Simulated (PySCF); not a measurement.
Cl3GaH3N, neutral, multiplicity 1. Atoms are numbered in the order given.

```xyz
8

Ga     0.0000     0.0000     0.0230
Cl    -1.8426     1.0638     0.4074
Cl     1.8426     1.0638     0.4074
Cl     0.0000    -2.1277     0.4074
N      0.0000     0.0000    -2.0438
H      0.0000    -0.9595    -2.3947
H      0.8310     0.4798    -2.3947
H     -0.8310     0.4798    -2.3947
```

Geometry: PBE0-D3(BJ)/def2-SVP. The isomer is the one that the SMILES or the coordinates give; other isomers of the formula were not compared. One conformer was computed; it need not be the lowest.

Computed with PySCF with PBE0/pcSseg-1.

GIAO shieldings, no solvent; atoms alike by connectivity are averaged. δ = σ(ref) − σ: ³⁵Cl against HCl (σ = 945.9 ppm); ¹⁵N against NH3 (σ = 267.4 ppm); ¹H against TMS (σ = 31.56 ppm), references at their B3LYP-D3(BJ)/def2-TZVP geometries, non-relativistic (without spin–orbit terms, shifts of atoms bonded to Cl or Br come out too high).

```
nucleus          atoms  count  δ (ppm)
-------  -------------  -----  -------
³⁵Cl     Cl2, Cl3, Cl4      3     20.7
¹⁵N                 N5      1     54.6
¹H          H6, H7, H8      3     2.73
```
